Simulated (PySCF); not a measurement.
**Working out the ionisation energy of Ru⁺**

Ru⁺ [Kr] 4d7 (4F) → Ru²⁺ [Kr] 4d6 (5D). Calculation: PySCF 2.14, in aug-cc-pVDZ-PP with ECP28MDF (5s5p4d2f, 54 functions); a scalar-relativistic core potential. Frozen: 4s2 4p6. Energies in hartree (1 hartree = 27.21139 eV):

| part | Ru⁺ (lower) | Ru²⁺ (upper) |
| --- | --- | --- |
| UHF | -93.581036 | -93.033111 |
| MP2 opposite-spin | -0.070947 | -0.032473 |
| MP2 same-spin | -0.051684 | -0.044765 |

Q: What does Hartree-Fock give?

A: (-93.033111) − (-93.581036) = 0.547925 hartree = 14.910 eV.

Q: What do MP2 and SCS-MP2 (6/5 opposite-spin, 1/3 same-spin) give?

A: The opposite-spin parts differ by 1.047 eV and the same-spin parts by 0.188 eV. MP2: 14.910 + (1.047) + (0.188) = 16.145 eV. SCS-MP2: 14.910 + 1.2 × (1.047) + (0.188)/3 = 16.229 eV.

Reference: 16.76 ± 0.06 eV (semi-empirical (NIST evaluation); NIST Atomic Spectra Database, ionization energies), between the lowest levels; spin-orbit coupling is absent from the calculation.

A double-zeta basis recovers only part of the correlation energy.

What remains against the reference includes basis incompleteness, the frozen core and correlation beyond second order.
